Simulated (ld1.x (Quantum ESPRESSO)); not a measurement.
**Which change was made? (Zr, TM semilocal)**

ld1.x (Quantum ESPRESSO) 7.5 input, shortened:

```
&input
   title='Zr', zed=40., rel=1, dft='PBE', iswitch=3,
   config='[Kr] 4d2 5s2 5p0'
 /
 &inputp
   pseudotype=1, tm=.true., lloc=2,
   nlcc=.true., rcore=1.40
 /
3
5S  1  0   2.00   0.00  3.45  3.45  0.0
5P  2  1   0.00   0.00  3.45  3.45  0.0
4D  3  2   2.00   0.00  2.20  2.20  0.0
 &test
   configts(1)='4d2 5s2 5p0'
 /
```

Cutoffs, loose and tight: the cutoffs (Ry, on a coarse ladder) from which the occupation-weighted sum of valence levels, in a spherical-Bessel basis at the reference potential, stays within 10 and 1 mRy of its value at 400 Ry. They do not see the model core or the augmentation charge, which bear on the density cutoff. Test errors are all-electron minus pseudo excitation energies from the reference, over the configurations 4d2 5s1 5p0; 4d2 5s0 5p0; 4d1 5s0 5p0; 4d1 5s2 5p1; 4d2 5s1 5p1; 4d3 5s1 5p0; 4d2 5s1.5 5p0; variants that change the core or the reference have their own tests.

The base gives: outcome: generated; cutoff, loose: 30 Ry; cutoff, tight: 35 Ry; bound ghosts: none; largest test error (meV): -252.

(1) After one change the result is: outcome: generated; cutoff, loose: 30 Ry; cutoff, tight: 35 Ry; bound ghosts: none; largest test error (meV): -789. Which change was it?
A. wave 5s (bound): rc 3.45 bohr becomes 5s (bound): rc 3.86 bohr
B. wave 5s (bound): rc 3.45 bohr becomes 5s (bound): rc 4.88 bohr
C. wave 5s (bound): rc 3.45 bohr becomes 5s (bound): rc 4.48 bohr

Results:

(1) B. The others give: wave 5s (bound): rc 3.45 bohr becomes 5s (bound): rc 4.48 bohr → outcome: generated; cutoff, loose: 30 Ry; cutoff, tight: 35 Ry; bound ghosts: none; largest test error (meV): -606 | wave 5s (bound): rc 3.45 bohr becomes 5s (bound): rc 3.86 bohr → outcome: generated; cutoff, loose: 30 Ry; cutoff, tight: 35 Ry; bound ghosts: none; largest test error (meV): -353.
